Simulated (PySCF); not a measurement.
**ORD: `C#CC=C=C(C#C)OC`, C8H6O**

Geometry (Å), atoms numbered from 1 in this order:
```xyz
15

C     3.1954    1.3502    0.8996
C     2.4760    0.6123    0.2838
C     1.6406   -0.2417   -0.4738
C     0.3744   -0.4232   -0.2107
C    -0.8934   -0.6178    0.0683
C    -1.2789   -1.6801    0.9317
C    -1.6098   -2.5837    1.6483
O    -1.9392    0.1254   -0.4196
C    -1.5684    1.1879   -1.2566
H     3.8235    1.9881    1.4463
H     2.1214   -0.7466   -1.3075
H    -1.8941   -3.3695    2.2824
H    -2.4910    1.6890   -1.5432
H    -0.9097    1.8924   -0.7353
H    -1.0512    0.8253   -2.1526
```

Theory: TDDFT PBE0/aug-cc-pVDZ circular dichroism and optical rotation, one conformer, gas phase in PySCF. Geometry: GFN2-xTB.

No stereocentre is labelled: unless the shape is locked (an allene, a helicene, a hindered biaryl), the mirror image is equally populated and a measured rotation or CD is zero. Singlets 3 and 4 lie within 0.01 eV of each other, so their separate moments and overlaps can depend on how they mix.

Question: Give the optical rotatory dispersion at 633, 589.3, 546, 436, 405, 365, 355 nm.

Answer: [α] in deg dm⁻¹ (g/mL)⁻¹:
```csv
λ (nm),origin-invariant length gauge,modified velocity gauge,length gauge (centre of mass),isotropic polarisability (au)
633,-196.0,-187.6,-197.3,115.0
589.3,-233.1,-223.0,-234.6,116.0
546,-281.6,-269.4,-283.6,117.2
436,-503.3,-479.6,-506.9,122.7
405,-603.8,-573.0,-608.4,125.5
365,-688.7,-638.6,-695.2,130.8
355,-630.8,-570.8,-638.1,132.7
```

The shortest wavelength is close to the first absorption, where this undamped response comes out too large.

Question: And for the mirror image at 589.3 nm?

Answer: +233.1 deg dm⁻¹ (g/mL)⁻¹ (origin-invariant length gauge): the same size and the opposite sign.

Question: What is the molar rotation [Φ] = [α]·M/100 of the geometry above at 589.3 nm?

Answer: With M = 118.14 g/mol, -275.3 deg cm² dmol⁻¹ (origin-invariant length gauge).

The first excitation lies at 3.84 eV (323 nm) with R = +2.4 × 10⁻⁴⁰ esu² cm² (velocity form).
